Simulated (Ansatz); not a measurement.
Cost and result for the atomization energy of CH$_{8}$OSSi$_{2}$ (`O[SiH2]SC[SiH3]`) (13 atoms, 12 bonds).

```xyz
13

O    -2.014   -2.487   -0.788
Si   -1.393   -0.996   -0.492
S     0.726   -1.063   -0.769
C     1.288    0.040    0.575
Si    0.948    1.835    0.137
H    -1.570   -3.229   -0.373
H    -2.100   -0.110   -1.441
H    -1.599   -0.533    0.909
H     0.817   -0.248    1.517
H     2.360   -0.139    0.676
H     1.387    2.743    1.234
H     1.665    2.184   -1.114
H    -0.515    2.002   -0.072
```

Total charge 0; spin multiplicity 1. All single points use the PBE0-D4/def2-TZVP geometry. It is one conformer, not always the lowest. Program: Ansatz. All runs use 4 threads of an Arm Neoverse V1 on a shared host. Times are those of one run each, without the atoms' runs, and a repeat can differ threefold. Electronic energies, without spin–orbit coupling; frozen cores. CCSD(T)/CBS adds CCSD(T) − MP2 in def2-TZVPP to the MP2 limit, and its time is that of the two runs behind it. T1 = 0.012. B3LYP takes the VWN-RPA correlation (the form of Gaussian; ORCA's B3LYP/G).

CCSD(T)/CBS is a level of theory with its own doubt, some kJ/mol a heavy atom from the limit and from the frozen cores, so smaller differences don't rank the functionals.

```
                             level  functions  wall time  atomization (kJ/mol)  difference from CCSD(T)/CBS  per bond
   PBE-D4/def2-TZVPP (with forces)        300      4.2 s                4389.7                         -4.1      -0.3
                PBE0-D4/def2-TZVPP        300        6 s                4345.5                        -48.3      -4.0
r2SCAN-D4/def2-TZVPP (with forces)        300      8.5 s                4383.2                        -10.6      -0.9
 B3LYP-D4/def2-TZVPP (with forces)        300        9 s                4366.3                        -27.5      -2.3
                 B2PLYP/def2-TZVPP        300       10 s                4313.2                        -80.6      -6.7
                ωB97X-V/def2-TZVPP        300       14 s                4407.1                         13.3       1.1
  ωB97M-V/def2-TZVPP (with forces)        300       21 s                4397.1                          3.3       0.3
                    MP2/def2-QZVPP        564       57 s                4378.1                        -15.7      -1.3
                CCSD(T)/def2-TZVPP        300    6.6 min                4268.1                       -125.7     -10.5
                 CCSD(T)/CBS(def2)          –    7.5 min                4393.8                          0.0       0.0
```

The D4 term adds +54.8 kJ/mol with B3LYP and +28.8 kJ/mol with PBE0; it sums over pairs of atoms, weighted by their polarisabilities, and B3LYP, whose exchange is more repulsive, gets the larger term. In def2-TZVPP, CCSD(T) changes the Hartree–Fock value by +1040.9 kJ/mol (the triples alone add +56.3 kJ/mol) and MP2 by +1076.1 kJ/mol; breaking electron pairs costs correlation energy, which Hartree–Fock lacks. From PBE to PBE0 (25 % exact exchange), in def2-TZVPP and without D4, the atomization energy moves by −39.3 kJ/mol: exact exchange takes away binding that semilocal exchange gives to molecules.
